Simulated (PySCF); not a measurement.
Dipole response of In⁺ (indium, charge +1)

[Kr] 4d10 5s2, closed-shell 1S. Calculation: PySCF 2.14, in aug-cc-pVTZ-PP with one added diffuse shell each of d, f type with ECP28MDF (6s5p5d3f, 67 functions); a scalar-relativistic core potential. Coupled (time-dependent) response in atomic units; α is the mean over directions.

```tsv
method	mean α (bohr³)	C₆ (like pair)	S(−4)
UHF	29.35	200.7	373.8
PBE	23.36	152.3	220.0
PBE0	24.62	162.0	249.1
BLYP	22.81	147.3	209.9
PW91	23.24	151.3	217.2
```

S(−4) is the Cauchy moment in α(ω) = α(0) + S(−4) ω² + …

α(iu) at UHF:

| u (hartree) | α(iu) (bohr³) |
| --- | --- |
| 0 | 29.35 |
| 0.0500 | 28.45 |
| 0.100 | 26.07 |
| 0.200 | 19.80 |
| 0.300 | 14.50 |
| 0.500 | 8.477 |
| 0.750 | 5.213 |
| 1.00 | 3.639 |
| 1.50 | 2.136 |
| 2.00 | 1.417 |
| 3.00 | 0.7487 |
| 5.00 | 0.3055 |

A single London oscillator, α(iu) = α/(1 + u²/ω²), gives C₆ = (3/4) ω α². Matching the computed C₆ needs ω = 4 × 200.7 / (3 × 29.35²) = 0.311 hartree.

For an ion, C₆ is the dispersion term alone; charge-induced terms of lower order in 1/R come first.

Energies and moments cover only the electrons outside the core potential.
